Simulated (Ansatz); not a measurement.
`CCSS[SiH3]` + `O[SiH2][AlH2]` → `CO[SiH2][AlH2]` + `CSS[SiH3]`  (substitution at a C–C bond)

Gas-phase electronic energies from Ansatz, PBE0-D4/def2-TZVP geometries. CCSD(T)/CBS is the MP2 limit (def2-TZVPP, def2-QZVPP) plus CCSD(T) − MP2 in def2-TZVPP, frozen cores. DFT in def2-TZVPP. B3LYP here is the variant with VWN-RPA as its local correlation; programs differ in this. HSE06 is defined as in plane-wave codes. Each species was taken in one conformer, which may not be the lowest.

```csv
level,ΔE (kJ/mol),difference from CCSD(T)/CBS
LDA (SPW92),59.8,-0.5
revPBE-D4,55.7,-4.6
B3LYP-D4,51.4,-8.9
HSE06-D4,57.2,-3.1
PBE-QIDH,59.7,-0.6
r2SCANh,55.6,-4.7
CAM-B3LYP,49.3,-11.0
CCSD/def2-SVP,51.2,-9.1
CCSD/def2-TZVPP,56.0,-4.3
CCSD/CBS(def2),58.8,-1.5
CCSD(T)/CBS,60.3,0
```

Largest T1 diagnostic among the species: 0.012.

Leaving LDA and LC-ωPBE aside and taking each functional with its dispersion term where it has one, the values, not all of them listed here, spread over 10.0 kJ/mol, from BLYP-D4 to PBE-QIDH. LDA lies +6.3 kJ/mol from PBE without D4. In def2-TZVPP, CCSD(T) changes the Hartree–Fock value by +13.7 kJ/mol (the triples alone add +1.4 kJ/mol) and MP2 by +20.1 kJ/mol.
